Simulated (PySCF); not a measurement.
These are B3LYP-D3(BJ)/def2-TZVP (PySCF) values and carry that method's errors. All species are isolated molecules in the gas phase. One relaxed conformer stands for a flexible species; it need not be the lowest. B3LYP has the VWN-RPA correlation part, as in Gaussian. 

Reference species (SMILES): `C=[SiH]C=[SiH2]` (C–Si–C–Si torsion 180°) (neutral, multiplicity 1).

| Quantity | Result |
|---|---|
| LUMO | -2.24 eV |
| HOMO | -5.57 eV |
| HOMO–LUMO gap | 3.33 eV |

After one change: the LUMO rises by 1.32 eV; the HOMO decreases by 1.93 eV; the HOMO–LUMO gap goes up by 3.25 eV.

Q: Name the change that produced these shifts. The new species is one of these.
(A) `[SiH2]=C1C[SiH2]1`
(B) `C1=C[SiH2][SiH2]1`
(C) `[SiH2]=CC=[SiH2]` (Si–C–C–Si torsion 180°)

A: B, `C1=C[SiH2][SiH2]1`
